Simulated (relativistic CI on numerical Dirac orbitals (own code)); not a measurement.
Method of calculation: Dirac equation for one electron, model QED (radiative potential, 1s self-energy scaled to tabulated hydrogen-like ionisation energies) (own radial code, finite nucleus).

Configuration list: 1s, 2s, 2p, 3s, 3p, 3d, 4s, 4p, 4d, 4f, 5s, 5p, 5d, 5f, 5g, 6s, 6p, 6d. Levels of other configurations are missing.

Outline of the computed level scheme of Os LXXVI. Lowest level of each configuration: 1s ²S1/2 at 0.0 eV; 2p ²P°1/2 at 63701.2 eV; 2s ²S1/2 at 63728.4 eV; 3p ²P°1/2 at 76091.0 eV; 3s ²S1/2 at 76099.0 eV; 3d ²D3/2 at 76649.3 eV; 4p ²P°1/2 at 80346.2 eV; 4s ²S1/2 at 80349.6 eV; 4d ²D3/2 at 80580.0 eV.

Some strong electric-dipole decays among the lowest 14 levels: 2p ²P°1/2 → 1s ²S1/2 (2.2e+16 s⁻¹); 2p ²P°3/2 → 1s ²S1/2 (1.9e+16 s⁻¹); 3p ²P°3/2 → 1s ²S1/2 (5.4e+15 s⁻¹); 3p ²P°1/2 → 1s ²S1/2 (5.2e+15 s⁻¹); 4p ²P°3/2 → 1s ²S1/2 (2.2e+15 s⁻¹); 3d ²D5/2 → 2p ²P°3/2 (2.1e+15 s⁻¹); 3d ²D3/2 → 2p ²P°1/2 (2.0e+15 s⁻¹); 4p ²P°1/2 → 1s ²S1/2 (2.0e+15 s⁻¹).
